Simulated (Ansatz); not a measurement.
Computed with Ansatz.

A structure relaxed at PBE0-D4/def2-TZVP, charge 0, multiplicity 2:

| atom | x (Å) | y (Å) | z (Å) |
| --- | --- | --- | --- |
| C1 | 1.655 | 0.372 | -0.089 |
| B2 | 0.221 | 0.582 | 0.413 |
| Ge3 | -1.586 | -0.334 | 0.162 |
| H4 | 2.432 | 0.882 | 0.485 |
| H5 | 1.651 | 0.835 | -1.092 |
| H6 | 1.935 | -0.676 | -0.243 |
| H7 | -2.568 | 0.661 | -0.484 |
| H8 | -2.148 | -0.703 | 1.547 |
| H9 | -1.591 | -1.621 | -0.699 |

(1) Give its formula and SMILES.

(2) Summarise the bond lengths by kind.

## Answers

(1) CH6BGe, `C[B][GeH3]`.

(2) 1 × B–C 1.533 Å; 3 × C–H 1.093 to 1.104 Å; 1 × B–Ge 2.042 Å; 3 × Ge–H 1.540 to 1.549 Å.
